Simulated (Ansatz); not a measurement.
Species: SnH4, charge 0, singlet. SnH4 (SMILES [SnH4]).
B3LYP-D3(BJ)/def2-TZVP minimum from Ansatz (a quantum-chemistry and plane-wave program):
```xyz
5

Sn     0.0000     0.0000     0.0000
H     -1.1293     1.1610    -0.5438
H      0.2699    -1.1525    -1.2320
H     -0.6131    -0.7839     1.3888
H      1.4724     0.7754     0.3870
```
Charge 0, spin multiplicity 1.

Total energies in def2-TZVPP, 8 correlated electrons, 9 frozen orbitals. Radicals and triplets start from unrestricted determinants; spin-orbit coupling is neglected. Correlated methods leave the cores frozen (noble-gas shells, and filled d and f shells in the p block). Past Kr the def2 sets carry scalar-relativistic core potentials. Spin-orbit terms, left out, reach several kcal/mol for Br and I, and more for heavier atoms.

| method | program | energy (Eh) | minus CCSDT(Q) (mEh) |
|---|---|---|---|
| HF | Ansatz | -215.64433 | 160.72 |
| MP2 | Ansatz | -215.77209 | 32.97 |
| CCSD | Ansatz | -215.80119 | 3.87 |
| CCSD(T) | Ansatz | -215.80431 | 0.74 |
| CCSDT(Q) | Ansatz | -215.80506 | 0.00 |

Rough core times of Ansatz's runs on a shared machine: CCSD(T) under 20 s, CCSDT(Q) 2 min.
